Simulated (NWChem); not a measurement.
Molecule: BH$_{2}$S$_{2}$Cl; SMILES SB(S)Cl

```xyz
6

B      0.0001     0.0000     0.0000
Cl    -1.7618     0.0062     0.0000
S      0.7952     1.6156     0.0000
H      2.0784     1.1961     0.0000
S      0.7839    -1.6212     0.0000
H      2.0700    -1.2107     0.0000
```
Atoms are numbered in this order, from 1.

Structure relaxed at the PBE0/def2-SVP level.

Problem. Give the principal values of the shielding tensors (ppm) of B1, Cl2, S3 from BHandHLYP/pcSseg-1, GIAO (NWChem), with their diamagnetic and paramagnetic parts as GIAO splits them.

Solution. 
```csv
atom,σ11,σ22,σ33,isotropic,diamagnetic,paramagnetic
B1,-11.2,33.1,97.0,39.7,192.9,-153.3
Cl2,520.5,822.7,1000.8,781.3,1148.5,-367.2
S3,339.3,504.9,694.8,513.0,1056.5,-543.5
```
